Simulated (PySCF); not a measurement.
Species: C5H5OP.
SMILES with atom numbers: `[OH:1][c:2]1[cH:3][cH:4][cH:5][p:6][cH:7]1` (hydrogens: H8 on O1; H9 on C3; H10 on C4; H11 on C5; H12 on C7)

Method: PBE/6-31+G* geometry optimisation, gas phase in PySCF; density fitting, grid level 1; the optimiser is geomeTRIC in internal coordinates, started from a GFN2-xTB structure.

Step 0: E = -16588.0867 eV
```
atom  x, y, z in Å  |  force x, y, z in eV/Å
O1      2.3592    0.1934   -0.3750    0.559  -0.628  -0.220
C2      1.0352   -0.0676   -0.1954    0.205   0.168  -0.003
C3      0.1552    0.9529    0.1543    0.165   0.313   0.033
C4     -1.1977    0.7382    0.3483   -0.141   0.409   0.104
C5     -1.8033   -0.4933    0.2167   -0.328  -0.529  -0.052
P6     -0.9865   -1.9619   -0.2088   -0.251  -0.640  -0.079
C7      0.6311   -1.3803   -0.3781   -0.049  -0.326  -0.050
H8      2.5368    1.1301   -0.2243    0.106   0.680   0.113
H9      0.5509    1.9539    0.2778    0.161   0.497   0.069
H10    -1.8103    1.5892    0.6188   -0.278   0.443   0.134
H11    -2.8693   -0.5638    0.3886   -0.519  -0.024   0.086
H12     1.3998   -2.0917   -0.6490    0.370  -0.364  -0.134
```

**Question.** Estimate the geometry and energy of step 1. (The exact step hangs on the optimiser's Hessian estimate; all steps are aligned on step 0, rigid shifts and turns removed.)

**Answer.** E = -16588.1616 eV, largest force 0.165 eV/Å
```
atom  x, y, z in Å  |  force x, y, z in eV/Å
O1      2.3884    0.1887   -0.3825    0.037   0.031   0.001
C2      1.0490   -0.0667   -0.1975    0.060   0.015  -0.007
C3      0.1585    0.9648    0.1569    0.036   0.085   0.011
C4     -1.2108    0.7458    0.3524   -0.064   0.074   0.024
C5     -1.8266   -0.5036    0.2173   -0.066   0.016   0.013
P6     -0.9938   -1.9804   -0.2109   -0.055  -0.154  -0.021
C7      0.6398   -1.3945   -0.3811    0.069  -0.030  -0.017
H8      2.5615    1.1419   -0.2285   -0.011  -0.033  -0.005
H9      0.5528    1.9817    0.2846   -0.001  -0.001   0.001
H10    -1.8274    1.6118    0.6271    0.003   0.001  -0.001
H11    -2.9071   -0.5720    0.3919   -0.002  -0.004  -0.001
H12     1.4171   -2.1182   -0.6557   -0.005   0.001   0.002
```

The energy changes by -0.0749 eV. The first-order estimate −F·Δx gives -0.1426 eV and the mean of the old and new forces, exact on a quadratic surface, -0.0760 eV. The step makes an angle of 34° with the force vector and moves no atom by more than 0.039 Å.

What follows is the cost of the whole optimisation. Hardware: one thread of an Intel Xeon at 2.50 GHz, no GPU, shared host with 64 logical CPUs at a one-minute load of 55. Cost: 2.3 min wall, 0.59 GiB resident at most.
